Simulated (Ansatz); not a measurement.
## Molecular dynamics of F$_{3}$GeH

input.yaml

```yaml
crystal:
  periodic: [false, false, false]
  atoms:
    - { symbol: Ge, position_ang: [-0.208047, -0.012513, 0.345244] }
    - { symbol: H, position_ang: [0.962811, -0.001595, 1.471881] }
    - { symbol: F, position_ang: [1.750828, 0.02099, 0.32322] }
    - { symbol: F, position_ang: [-0.668928, 1.361746, -0.629565] }
    - { symbol: F, position_ang: [-0.643263, -1.368628, -0.666079] }
basis:
  gaussian: { orbitals: def2-SVP }
hamiltonian:
  xc: pbe
  dispersion: d4
md:
  timestep: 0.5
  n_steps: 200
  ensemble: nve
  temperature: 300.0
  initial_velocities: maxwell_boltzmann
  seed: 11422
```

Command:

```bash
$ ansatz run input.yaml --threads 1 --pin off --max-ram 2048MiB --backend cpu --events-out ev --progress --plain --runs-dir out
```

It starts at the highest image of a converged band, a first-order saddle point between two minima.

Output, in part (step lines, the closing report, with atoms numbered from 0):

```
md step     0: t =     0.00 fs  T =   300.0 K  F+E_penalty+E_count = -64656.11789171 eV  E_kin = 0.116334 eV  conserved = -64656.00155771 eV  (27 SCF iters)
md step     1: t =     0.50 fs  T =   300.1 K  F+E_penalty+E_count = -64656.11791433 eV  E_kin = 0.116357 eV  conserved = -64656.00155778 eV  (30 SCF iters)
md step     2: t =     1.00 fs  T =   298.8 K  F+E_penalty+E_count = -64656.11741556 eV  E_kin = 0.115858 eV  conserved = -64656.00155738 eV  (30 SCF iters)
md step     3: t =     1.50 fs  T =   296.2 K  F+E_penalty+E_count = -64656.11640210 eV  E_kin = 0.114846 eV  conserved = -64656.00155654 eV  (30 SCF iters)
md step     4: t =     2.00 fs  T =   292.3 K  F+E_penalty+E_count = -64656.11488771 eV  E_kin = 0.113332 eV  conserved = -64656.00155526 eV  (31 SCF iters)
md step     5: t =     2.50 fs  T =   287.1 K  F+E_penalty+E_count = -64656.11289302 eV  E_kin = 0.111339 eV  conserved = -64656.00155357 eV  (31 SCF iters)
md step     6: t =     3.00 fs  T =   280.8 K  F+E_penalty+E_count = -64656.11044491 eV  E_kin = 0.108894 eV  conserved = -64656.00155110 eV  (31 SCF iters)
md step     7: t =     3.50 fs  T =   273.4 K  F+E_penalty+E_count = -64656.10757774 eV  E_kin = 0.106029 eV  conserved = -64656.00154864 eV  (31 SCF iters)
[... lines left out ...]
Total energy: -64656.92210458 eV, -2376.0980613074 hartree
Atom 0 at    -0.808583     0.014386     0.440092 Å, force     0.370019    -0.059497    -1.270124 eV/Å
Atom 1 at     2.655010    -0.490621    -0.167153 Å, force     2.487661     0.969070     0.952293 eV/Å
Atom 2 at     3.510911    -0.131907     0.204511 Å, force    -2.591131    -1.021043    -1.019456 eV/Å
Atom 3 at    -0.536897     1.360585    -0.723982 Å, force    -0.138801    -0.497436     0.602393 eV/Å
Atom 4 at    -0.329340    -1.291456    -0.728592 Å, force    -0.127749     0.608906     0.734894 eV/Å
Dipole moment:    -0.530922    -0.123295     0.363169 e Å
```

The steps, from the saved trajectory:

| time (fs) | T (K) | potential energy less start (eV) | conserved less start (meV/atom) |
| --- | --- | --- | --- |
| 0.0 | 300 | 0.000 | 0.00 |
| 3.0 | 281 | 0.007 | 0.00 |
| 6.0 | 224 | 0.029 | 0.01 |
| 9.0 | 158 | 0.055 | 0.01 |
| 12.0 | 119 | 0.070 | 0.02 |
| 15.0 | 149 | 0.059 | 0.03 |
| 18.0 | 337 | -0.014 | 0.06 |
| 21.0 | 871 | -0.222 | -0.02 |
| 24.0 | 1343 | -0.404 | 0.12 |
| 27.0 | 2111 | -0.704 | -0.36 |
| 30.0 | 2235 | -0.750 | 0.10 |
| 33.0 | 2761 | -0.955 | -0.19 |
| 36.0 | 3030 | -1.061 | -0.49 |
| 39.0 | 2822 | -0.977 | 0.12 |
| 42.0 | 3049 | -1.066 | -0.06 |
| 45.0 | 3209 | -1.130 | -0.45 |
| 48.0 | 2975 | -1.037 | 0.06 |
| 51.0 | 3016 | -1.052 | 0.24 |
| 54.0 | 3168 | -1.114 | -0.31 |
| 57.0 | 3045 | -1.065 | -0.07 |
| 60.0 | 2953 | -1.027 | 0.42 |
| 63.0 | 3005 | -1.049 | -0.12 |
| 66.0 | 3030 | -1.060 | -0.24 |
| 69.0 | 2893 | -1.004 | 0.31 |
| 72.0 | 2820 | -0.977 | 0.03 |
| 75.0 | 3018 | -1.056 | -0.41 |
| 78.0 | 2864 | -0.994 | 0.03 |
| 81.0 | 2625 | -0.901 | 0.13 |
| 84.0 | 2888 | -1.006 | -0.54 |
| 87.0 | 2712 | -0.937 | -0.27 |
| 90.0 | 2359 | -0.797 | 0.19 |
| 93.0 | 2674 | -0.923 | -0.59 |
| 96.0 | 2600 | -0.894 | -0.51 |
| 99.0 | 2245 | -0.753 | 0.21 |

The run went to its last step. The conserved energy stayed within 0.59 meV per atom of its start (net change 0.021 meV per atom), so the integration is sound. The kinetic energy rose, since the run started high on the potential surface and went downhill. It ends in pieces (F2Ge + FH), so much of that is their flight and rotation, not heat. A run of 0.1 ps of so small a system gives no equilibrium averages. The orbitals stay closed-shell, which can raise the energy where a bond breaks towards radicals; this wasn't checked here.

Between its relaxed ends the band would form H2–F3 and break Ge1–H2, Ge1–F3. These pairs go: H2–F3 1.39 → 1.00 Å, Ge1–H2 1.62 → 3.55 Å, Ge1–F3 1.96 → 4.33 Å. In the last frame they stand as after the step (other bonds may differ from the relaxed reactants and products). It ends as F2Ge + FH. Pairs count as bonded within 1.25 times the sum of covalent radii (0.12 Å more for H–H).

Last frame:

```xyz
5
Properties=species:S:1:pos:R:3
Ge -0.809 0.014 0.440
H 2.655 -0.491 -0.167
F 3.511 -0.132 0.204
F -0.537 1.361 -0.724
F -0.329 -1.292 -0.729
```

Time of the run: 3.5 min on 1 thread of Intel(R) Xeon(R) Platinum 8488C (Sapphire Rapids), on a shared host, peak memory 0.17 GiB.
